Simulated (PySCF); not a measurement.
Species: C4H5OSi (charge -1).
Cartesian coordinates in Å at the PBE0-D3(BJ)/def2-SVP level; atoms count from 1:
```xyz
11
C4H5OSi angstrom
Si     5.3172    2.4234   -0.6260
C      3.3897    2.7322   -0.7997
C      2.5722    3.3999   -1.6867
C      1.2185    3.2448   -1.2556
C      1.2878    2.4867   -0.1219
O      2.5658    2.1789    0.1548
H      5.5072    2.1315   -2.1387
H      5.6817    3.9218   -0.8040
H      2.9282    3.9447   -2.5594
H      0.3126    3.6386   -1.7173
H      0.5338    2.1041    0.5642
```

Method used: PySCF 2.14.0, PBE0-D3(BJ)/def2-SVP geometry optimisation, gas phase.

Take the most abundant isotopes and a rigid rotor. The values belong to one conformer with, in the numbering `[SiH2-:1][c:2]1[cH:3][cH:4][cH:5][o:6]1`, H–Si1–C2–C3 -43° and 50°.

(1) Give the principal moments of inertia and the rotational constants in GHz.

(2) What kind of rotor is it?

(3) Is it planar, by Δ = Ic − Ia − Ib?

(4) Where do the levels up to J = 2 lie, in MHz?

(5) Which lines would a microwave search look for?

Answers

(1) Ia = 58.22, Ib = 260.05, Ic = 313.22 u·Å²; 505379 MHz·u·Å²/I gives 8680, 1943 and 1613 MHz, that is A = 8.6801, B = 1.9434, C = 1.6135 GHz.

(2) A near-prolate asymmetric top. Ray's parameter κ = (2B − A − C)/(A − C) = -0.907; −1 is the prolate and +1 the oblate limit.

(3) Not planar: Δ = Ic − Ia − Ib = -5.05 u·Å². For a rigid frame Δ = −2 Σ m c², so Σ m c² = 2.53 u·Å² lies off the ab plane, practically all of it from hydrogen. The atom farthest from that plane is 1.17 Å away.

(4) Above 0(0,0):
J = 1: 1(0,1) 3557, 1(1,1) 10294, 1(1,0) 10623
J = 2: 2(0,2) 10659, 2(1,2) 17077, 2(1,1) 18067, 2(2,1) 38277, 2(2,0) 38289
Those of J = 1 are B + C, A + C and A + B.

(5) The dipole components (about the centre of mass, as the species is charged) are |μa| = 7.66 D, |μb| = 0.34 D, |μc| = 0.01 D. Intensities carry the squares of the components, which stand as 1.00 : 0.00 : 0.00 (a : b : c). Some lines, for components of 0.1 D or more:

```tsv
type	branch	J(Ka,Kc)	MHz	lower level (cm⁻¹)
a	Q	1(1,0) ← 1(1,1)	330	0.343
a	Q	2(1,1) ← 2(1,2)	990	0.570
a	R	1(0,1) ← 0(0,0)	3557	0.000
b	R	3(0,3) ← 2(1,2)	4205	0.570
a	R	2(1,2) ← 1(1,1)	6784	0.343
b	Q	1(1,0) ← 1(0,1)	7067	0.119
b	Q	2(1,1) ← 2(0,2)	7408	0.356
a	R	2(1,1) ← 1(1,0)	7444	0.354
b	Q	3(1,2) ← 3(0,3)	7943	0.710
b	R	1(1,1) ← 0(0,0)	10294	0.000
a	R	3(2,2) ← 2(2,1)	10671	1.277
a	R	3(2,1) ← 2(2,0)	10718	1.277
a	R	3(1,2) ← 2(1,1)	11158	0.603
b	R	2(1,2) ← 1(0,1)	13521	0.119
b	R	3(1,3) ← 2(0,2)	16587	0.356
b	Q	2(2,1) ← 2(1,2)	21200	0.570
b	R	2(2,1) ← 1(1,0)	27654	0.354
b	R	2(2,0) ← 1(1,1)	27996	0.343
b	R	3(2,2) ← 2(1,1)	30881	0.603
b	Q	3(3,0) ← 3(2,1)	34457	1.635
b	Q	3(3,1) ← 3(2,2)	34516	1.633
```

Stationary, but not proved a minimum. The geometry's basis has no diffuse functions, a weakness for an anion. Zero-point vibration and centrifugal distortion are left out.
